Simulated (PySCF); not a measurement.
## State search for SeI

Unrestricted PBE0; basis Se cc-pVTZ-PP with ECP10, I cc-pVTZ-PP with ECP28; scalar-relativistic core potentials; PySCF 2.14. Outer shells of the fragments: Se 3d10 4s2 4p4; I 4d10 5s2 5p5.

Followed along the bond (rough minima from three points):

```
2Ms+1   unpaired  ⟨S²⟩ at the start  R at minimum (Å)  Te (eV)
    2        π ↑               0.75              2.46     0.00
    4  σ ↑, π ↑↑               3.76  none in the scan   ≤ 1.40
```

Solutions found at the starting distance of 2.425 Å, counted from the lowest of them; the search is not exhaustive and high or unbound solutions are not listed, so other states can lie among these:

```
2Ms+1   unpaired   term  E (eV)  ⟨S²⟩  ⟨Lz²⟩  μ (D)
    2        π ↑     ²Π    0.00  0.75   1.01   0.43
    4  σ ↑, π ↑↑    ⁴Σ⁻    1.89  3.76   0.00  -0.43
    2  σ ↓, π ↑↑  mixed    2.33  1.76   0.00  -0.34
    2  σ ↑, π ↑↓  mixed    2.36  1.76   2.02  -0.20
    2        σ ↑  mixed    3.16  0.82   2.01   0.31
    4  σ ↑, π ↑↑  mixed    4.20  3.76   2.02   2.13
    4  σ ↑↑, π ↑     ⁴Π    5.14  3.76   1.01   0.58
    2        π ↑  mixed    6.02  1.09   1.02  -0.11
```

A term symbol is given only where ⟨S²⟩ and ⟨Lz²⟩ are close to those of a pure state; real π, δ and φ orbitals otherwise mix terms. A positive dipole means Se(−)I(+).

Spin–orbit coupling is left out. Counting both spins, an empty level lies below a filled one in some of these solutions, because spin and occupation are held.
